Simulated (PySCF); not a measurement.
Cl2HMoNS, SMILES [NH]=[Mo](=[S])([Cl])[Cl], multiplicity 1.

Geometry optimised at B3LYP-D3(BJ)/def2-SVP. The multiplicity is an assumed one; no other spin state was optimised. The structure was generated by enumeration; whether it is a known compound was not checked. The def2 effective core potentials stand for the cores of Mo; spin–orbit coupling is left out.

The numbers are results of B3LYP/def2-TZVP (PySCF), not measurements.

Isolated molecule, no solvent.

```yaml
total_energy: -1442.46046 hartree
point_group: Cs
highest_occupied_level: -7.78 eV
lowest_empty_level: -3.76 eV
orbital_gap: 4.02 eV
dipole_moment: 2.04 D
quadrupole, principal values (traceless, Buckingham form, about the centre of nuclear charge): -5.37, -3.66, 9.02 D·Å
mean_static_polarisability: 93.8 bohr³ (13.90 Å³)
polarisability_principal_values: 82.8, 93.3, 105.2 bohr³
```
